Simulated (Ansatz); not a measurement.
```yaml
crystal:
  periodic: [false, false, false]
  atoms:
    - {symbol: C, position_ang: [-0.795381, -1.980879, 1.642833]}
    - {symbol: C, position_ang: [-0.359951, -0.943376, 0.738511]}
    - {symbol: N, position_ang: [-0.014467, -0.117671, 0.020708]}
    - {symbol: Cu, position_ang: [0.531373, 1.213675, -1.108422]}
    - {symbol: N, position_ang: [1.105800, 2.449556, -2.312547]}
    - {symbol: H, position_ang: [-0.435002, -1.770504, 2.651370]}
    - {symbol: H, position_ang: [-1.885827, -2.025000, 1.657348]}
    - {symbol: H, position_ang: [-0.404626, -2.947076, 1.318784]}
    - {symbol: H, position_ang: [0.387314, 3.093174, -2.624915]}
    - {symbol: H, position_ang: [1.870777, 3.028103, -1.983660]}
basis:
  gaussian: {orbitals: def2-mTZVP, final_grid: {core_spheres: 8, valence_spheres: 7, degree: 23}, point_charges: [{charge: 2.00, position_ang: [4.842, 0.723, -0.288]}]}
magnetization: {spin_polarized: true, initial_magnetization: 8}
hamiltonian: {xc: {name: PBE0-DH}}
accuracy: high
```

```sh
$ ansatz run in.yaml --threads 4 --pin off --events-out ev --progress --plain --max-ram 10444MiB
```

It prints (some lines left out):

```
Functional definition: PBE0-DH
2464 factors; integrals over basis functions are off by at most 2.2e-8 eV
mean field evaluation 1: about -49679.0920 eV, gradient 1.3e2 eV
mean field evaluation 2: about -49679.2703 eV, gradient 1.3e2 eV
mean field evaluation 4: about -49701.3190 eV, gradient 1.2e2 eV
mean field evaluation 8: about -49735.4620 eV, gradient 5.6e0 eV
mean field evaluation 16: about -49736.0903 eV, gradient 2.6e-1 eV
mean field evaluation 32: about -49736.1799 eV, gradient 2.9e-4 eV
mean field -49736.17994115 eV, -1827.7709004435 hartree, gradient 6.6e-8 eV, S^2 20.032044; 6 other end points of the search recorded, 0 dependent functions left out
9 core orbitals not correlated: weight in the atoms' cores, before any rotation towards them, 1.000 or more for the frozen orbitals, at most 0.000 for the correlated occupied ones
reference -49736.17994426 eV, -1827.7709005581 hartree; 25, 17 occupied and 90, 98 virtual orbitals, 2464 factors
second order -30.29949074 eV of doubles, -0.00000000 eV of singles
Total energy: -49739.96738061 eV, -1827.9100862764 hartree
```

In this input the spin is set far too high for this molecule. The calculation finished and met its thresholds. The result belongs to that input, not to the molecule as meant.
